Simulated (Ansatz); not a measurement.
Computed with Ansatz on PBE0-D4/def2-TZVP structures; ΔE is electronic, products minus reactants. CCSD(T)/CBS is the MP2 limit (def2-TZVPP, def2-QZVPP) plus CCSD(T) − MP2 in def2-TZVPP, frozen cores. This one scheme is used for every species. One conformer a species, not always the lowest.

`OB(S)[SiH2][SiH3]` + H₂ → `[SiH3][SiH2]BS` + H₂O  (hydrogenolysis of a B–O bond)

`OB(S)[SiH2][SiH3]`:

```xyz
12

O     2.244    0.675   -0.668
B     1.329   -0.325   -0.626
S     1.874   -2.030   -0.313
Si   -0.627    0.144   -0.828
Si   -1.467    0.780    1.263
H     3.159    0.407   -0.534
H     0.666   -2.606   -0.400
H    -0.841    1.254   -1.798
H    -1.398   -1.045   -1.294
H    -2.913    1.124    1.187
H    -0.725    1.961    1.779
H    -1.301   -0.338    2.232
```

H₂:

```xyz
2

H     0.335    0.149    0.068
H    -0.335   -0.149   -0.068
```

`[SiH3][SiH2]BS`:

Cartesian coordinates in Å:
```
Si -0.047 -0.403 1.851
Si -0.680 0.643 -0.151
B 0.848 0.497 -1.428
S 0.945 -0.713 -2.708
H -1.134 -0.321 2.863
H 1.171 0.245 2.406
H 0.256 -1.838 1.595
H -1.031 2.059 0.153
H -1.898 -0.045 -0.672
H 1.819 1.189 -1.351
H -0.251 -1.313 -2.558
```

H₂O:

Cartesian coordinates in Å:
```
O -0.005 0.367 -0.129
H 0.694 -0.070 0.362
H -0.689 -0.297 -0.233
```

```json
{"species": "`OB(S)[SiH2][SiH3]`", "CCSD(T)/CBS(def2) energy (Eh)": "-1080.17827"}
{"species": "H₂", "CCSD(T)/CBS(def2) energy (Eh)": "-1.17544"}
{"species": "`[SiH3][SiH2]BS`", "CCSD(T)/CBS(def2) energy (Eh)": "-1004.94150"}
{"species": "H₂O", "CCSD(T)/CBS(def2) energy (Eh)": "-76.37941"}
```

Task: Work out ΔE.

Result: ΔE = (-1004.94150) + (-76.37941) − (-1080.17827) − (-1.17544) = 0.03280 Eh = +20.6 kcal/mol.

Largest T1 diagnostic among the species: 0.016.

From PBE to PBE0 (25 % exact exchange), in def2-TZVPP and without D4, ΔE moves by −0.8 kcal/mol. The D4 term adds +1.4 kcal/mol with B3LYP and +0.8 kcal/mol with PBE0; it sums over pairs of atoms, weighted by their polarisabilities, and B3LYP, whose exchange is more repulsive, gets the larger term.

B3LYP here is the variant with VWN-RPA as its local correlation; programs differ in this.
